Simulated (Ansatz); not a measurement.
`OC1([SiH3])N=C1F` → `OC1(F)C=N[SiH2]1`  (isomerisation)

Computed with Ansatz on PBE0-D4/def2-TZVP structures; ΔE is electronic, products minus reactants. CCSD(T)/CBS is the MP2 limit (def2-TZVPP, def2-QZVPP) plus CCSD(T) − MP2 in def2-TZVPP, frozen cores. Functionals use def2-TZVPP. B3LYP here is the variant with VWN-RPA as its local correlation; programs differ in this. One conformer a species, not always the lowest.

Q: Is it downhill or uphill in electronic energy at CCSD(T)/CBS, and by how much? (Estimate.)

A: Computed: Downhill: ΔE = -139.5 kJ/mol.

Q: What do these levels give: r2SCAN-D4, ωB97M-V, r2SCAN, B3LYP, MP2/def2-TZVPP, SCS-MP2/def2-TZVPP? (An estimate is asked.)

A: The calculation gave: r2SCAN-D4 -127.3, ωB97M-V -140.2, r2SCAN -127.3, B3LYP -129.8, MP2/def2-TZVPP -126.6, SCS-MP2/def2-TZVPP -128.5 kJ/mol.

Largest T1 diagnostic among the species: 0.013.

From PBE to PBE0 (25 % exact exchange), in def2-TZVPP and without D4, ΔE moves by −12.8 kJ/mol. In def2-TZVPP, CCSD(T) changes the Hartree–Fock value by +19.9 kJ/mol (the triples alone add +5.6 kJ/mol) and MP2 by +27.6 kJ/mol.
